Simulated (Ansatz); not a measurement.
`BC(=C)BO` + `C=CF` → `BC=C` + `C=C(F)BO`  (formal exchange of groups at a B–C bond)

Program: Ansatz. Geometries: PBE0-D4/def2-TZVP. ΔE: electronic, gas phase. CCSD(T)/CBS is the MP2 limit (def2-TZVPP, def2-QZVPP) plus CCSD(T) − MP2 in def2-TZVPP, frozen cores. DFT in def2-TZVPP. B3LYP here is the variant with VWN-RPA as its local correlation; programs differ in this. HSE06 is defined as in plane-wave codes. One conformer a species, not always the lowest.

`BC(=C)BO`:

Cartesian coordinates in Å:
```
B 0.961 0.854 0.751
C 0.170 -0.225 -0.010
C 0.761 -1.421 -0.204
B -1.276 -0.011 -0.568
O -1.935 1.159 -0.417
H 0.499 1.946 0.961
H 2.065 0.630 1.155
H 0.261 -2.231 -0.734
H 1.765 -1.632 0.159
H -1.859 -0.881 -1.156
H -1.411 1.812 0.062
```

`C=CF`:

```xyz
6

C    -0.551    0.088    0.425
C     0.465   -0.017   -0.406
F     1.329   -1.035   -0.353
H    -0.733   -0.651    1.194
H    -1.219    0.933    0.338
H     0.709    0.682   -1.198
```

`BC=C`:

```xyz
8

B     0.905    0.638   -0.652
C    -0.371    0.380    0.161
C    -0.686   -0.860    0.557
H     1.612   -0.291   -0.924
H     1.211    1.735   -1.019
H    -1.048    1.187    0.436
H    -0.043   -1.700    0.308
H    -1.579   -1.088    1.133
```

`C=C(F)BO`:

```xyz
9

C     0.178    0.859   -1.312
C     0.357    0.037   -0.287
F     1.547   -0.614   -0.169
B    -0.674   -0.281    0.836
O    -0.360   -1.141    1.824
H    -0.768    1.375   -1.403
H     0.944    1.033   -2.059
H    -1.754    0.229    0.840
H     0.531   -1.497    1.731
```

```csv
level,ΔE (kcal/mol),difference from CCSD(T)/CBS
revPBE-D4,-2.6,-0.1
r2SCAN-D4,-3.1,-0.6
B97M-V,-2.8,-0.3
PBE0-D4,-2.3,0.2
B3LYP-D4,-3.1,-0.6
r2SCANh-D4,-2.9,-0.4
r2SCAN0-D4,-2.6,-0.1
HSE06-D4,-2.3,0.2
BHLYP-D4,-2.7,-0.2
CAM-B3LYP-D4,-3.0,-0.5
ωB97M-V,-2.6,-0.1
B2PLYP,-3.1,-0.6
PBE-QIDH,-2.0,0.5
PBE,-3.1,-0.6
revPBE,-3.3,-0.8
BLYP,-4.1,-1.6
r2SCAN,-3.2,-0.7
PBE0,-2.6,-0.1
B3LYP,-3.6,-1.1
r2SCANh,-3.0,-0.5
r2SCAN0,-2.7,-0.2
HSE06,-2.6,-0.1
BHLYP,-3.1,-0.6
CAM-B3LYP,-3.4,-0.9
LC-ωPBE,-2.5,0.0
RPA@PBE/def2-TZVPP,-2.5,0.0
HF/def2-SVP,-2.8,-0.3
MP2/def2-SVP,-2.3,0.2
CCSD/def2-SVP,-2.7,-0.2
CCSD(T)/def2-SVP,-2.6,-0.1
HF/def2-TZVPP,-2.8,-0.3
MP2/def2-TZVPP,-1.9,0.6
SCS-MP2/def2-TZVPP,-2.4,0.1
CCSD/def2-TZVPP,-2.4,0.1
CCSD(T)/def2-TZVPP,-2.3,0.2
HF/def2-QZVPP,-2.7,-0.2
MP2/def2-QZVPP,-2.0,0.5
SCS-MP2/def2-QZVPP,-2.4,0.1
HF/CBS(def2),-2.7,-0.2
CCSD/CBS(def2),-2.6,-0.1
CCSD(T)/CBS,-2.5,0
```

Largest T1 diagnostic among the species: 0.014.

Leaving LDA and LC-ωPBE aside and taking each functional with its dispersion term where it has one, the values, not all of them listed here, spread over 1.4 kcal/mol, from BLYP-D4 to PBE-QIDH. From BLYP to BHLYP (50 % exact exchange), in def2-TZVPP and without D4, ΔE moves by +1.0 kcal/mol.
